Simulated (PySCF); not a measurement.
Si(H)(OH)3 (H4O3Si), SMILES O[SiH](O)O.

The structure is a stationary point at PBE0-D3(BJ)/def2-SVP. One conformer was computed; it need not be the lowest.

All values below come from TDDFT-B3LYP/def2-SVPD (PySCF).

Vertical excitations. 

```
state  energy (eV)  λ (nm)      f                                                                main pairs
-----  -----------  ------  -----  ------------------------------------------------------------------------
S1            7.72     161  0.024                                          HOMO→LUMO 63 %, HOMO−1→LUMO 31 %
S2            7.86     158  0.058                                          HOMO−1→LUMO 62 %, HOMO→LUMO 32 %
S3            8.16     152  0.015                    HOMO−2→LUMO 63 %, HOMO→LUMO+1 12 %, HOMO−1→LUMO+1 11 %
S4            8.40     148  0.029                  HOMO→LUMO+1 60 %, HOMO−1→LUMO+2 14 %, HOMO−1→LUMO+1 10 %
S5            8.50     146  0.006                                      HOMO−1→LUMO+1 55 %, HOMO→LUMO+2 33 %
S6            8.58     145  0.059   HOMO→LUMO+2 41 %, HOMO−2→LUMO 27 %, HOMO−1→LUMO+1 18 %, HOMO→LUMO+1 8 %
S7            8.72     142  0.049                                      HOMO−1→LUMO+2 67 %, HOMO→LUMO+1 15 %
S8            8.83     140  0.047                                                          HOMO−3→LUMO 83 %
S9            8.96     138  0.022                                    HOMO−2→LUMO+1 71 %, HOMO−2→LUMO+2 13 %
S10           9.09     136  0.006                  HOMO−2→LUMO+2 64 %, HOMO−2→LUMO+1 16 %, HOMO−4→LUMO 10 %
T1            7.44     167      0                                          HOMO→LUMO 59 %, HOMO−1→LUMO 29 %
T2            7.50     165      0                                          HOMO−1→LUMO 56 %, HOMO→LUMO 30 %
T3            7.79     159      0  HOMO−2→LUMO 45 %, HOMO→LUMO+1 22 %, HOMO→LUMO+2 13 %, HOMO−1→LUMO+1 10 %
T4            8.06     154      0  HOMO→LUMO+1 48 %, HOMO−1→LUMO+2 16 %, HOMO→LUMO+2 8 %, HOMO−1→LUMO+1 8 %
```
Triplets are in the Tamm–Dancoff approximation, which puts them higher than full response would, so one can lie above its singlet here.
